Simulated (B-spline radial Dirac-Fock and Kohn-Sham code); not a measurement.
Te⁶⁺ 3p1/2: cross section and angular parameters

System: Te⁶⁺ in the configuration [Kr] 4d10; threshold 944.4 eV (orbital energy of the model). These are calculated numbers from a radial B-spline solver; the model is Dirac-Hartree-Slater photoionisation with a Latter tail; cross sections with all multipoles, angular parameters from the dipole term and its interference with E2.

For linearly polarised light dσ/dΩ = σ/(4π) [1 + β P₂(cos θ) + (δ + γ cos²θ) sin θ cos φ], with θ from the polarisation vector and φ the angle between the beam and the projection of the electron momentum on the plane normal to the polarisation.

```
hν (eV)  σ (kb)      β       γ      δ
   1000     111  0.822   0.228  0.134
   1040     106  0.985   0.315  0.105
   1050     105  1.016   0.327  0.099
   1140    94.9  1.212   0.330  0.058
 1486.9    67.0  1.489   0.104  0.011
   1500       ?      ?       ?      ?
   1640    57.7  1.535   0.041  0.006
   2000    41.4  1.588  -0.020  0.002
   2150    36.4  1.598  -0.021  0.002
   2400    29.7  1.606  -0.003  0.002
   2770    22.4  1.606   0.049  0.003
   3110    17.7  1.600   0.113  0.004
   3510    13.7  1.587   0.196  0.006
   4510    7.82  1.547   0.408  0.013
   6000    3.97  1.483   0.701  0.025
   8800    1.49  1.374   1.140  0.053
  10900   0.839  1.303   1.397  0.075
  12000   0.643  1.269   1.513  0.087
  12300   0.600  1.260   1.543  0.091
  12700   0.549  1.249   1.581  0.095
```

**Question.** Give the values at 1500 eV.

**Answer.** σ = 66.2 kb, β = 1.494, γ = 0.098, δ = 0.011.
